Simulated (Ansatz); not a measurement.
Conformers of CH5BO2 (SMILES COBO), B3LYP-D3(BJ)/def2-TZVP minima from an xTB search, which can miss the lowest.
Conformer 1 (charge 0, multiplicity 1, Z-matrix in Å and degrees):
```
O
B 1 1.3509
O 2 1.3684 1 119.95
H 3 0.9607 2 113.25 1 -180.00
C 1 1.4278 2 121.12 3 0.01
H 5 1.0883 1 107.24 2 -179.99
H 5 1.0913 6 109.52 1 120.44
H 5 1.0913 6 109.52 7 119.11
H 2 1.1944 1 118.02 5 -179.99
```
Conformer 2 (charge 0, multiplicity 1, Z-matrix in Å and degrees):
```
O
B 1 1.3583
O 2 1.3596 1 119.68
H 3 0.9650 2 112.63 1 0.00
C 1 1.4211 2 122.33 3 -179.97
H 5 1.0908 1 109.00 2 120.69
H 5 1.0908 6 108.89 1 -118.80
H 5 1.0920 6 109.25 7 -119.24
H 2 1.1940 1 121.88 5 0.04
```

Frozen-core correlation. MP2 and its Hartree–Fock in cc-pVQZ are density fitted.

Programs: Ansatz (a first-principles code). Each number belongs to the level named beside it.

The energy of conformer 2 above conformer 1 is E(conformer 2) − E(conformer 1). Total energies (hartree):

```
level             conformer 2   conformer 1
---------------  ------------  ------------
HF/cc-pVTZ       -215.3686341  -215.3680781
MP2/cc-pVTZ      -216.1233242  -216.1231855
HF/cc-pVQZ       -215.3848612  -215.3843951
MP2/cc-pVQZ      -216.1950057  -216.1950688
CCSD(T)/cc-pVTZ  -216.1759229  -216.1757387
```

Question: Work out the energy of conformer 2 above conformer 1 at the basis-set limit: extrapolate the MP2 correlation part as X⁻³, take Hartree–Fock from the larger set, and add the CCSD(T) − MP2 difference of cc-pVTZ.

Answer: 
1. Differences (1 hartree = 627.509 kcal/mol): HF/cc-pVTZ -0.349; MP2/cc-pVTZ -0.087; HF/cc-pVQZ -0.292; MP2/cc-pVQZ 0.040; CCSD(T)/cc-pVTZ -0.116.
2. Correlation parts, MP2 less HF: 0.262 in cc-pVTZ (X = 3), 0.332 in cc-pVQZ (X = 4).
3. Limit (4³·(0.332) − 3³·(0.262))/(4³ − 3³) = 0.383; with HF/cc-pVQZ it gives 0.091.
4. CCSD(T) less MP2 in cc-pVTZ: -0.029.
Result: 0.06 kcal/mol, against -0.09 at MP2/cc-pVTZ. It is an estimate of this method's limit, not of the exact value.
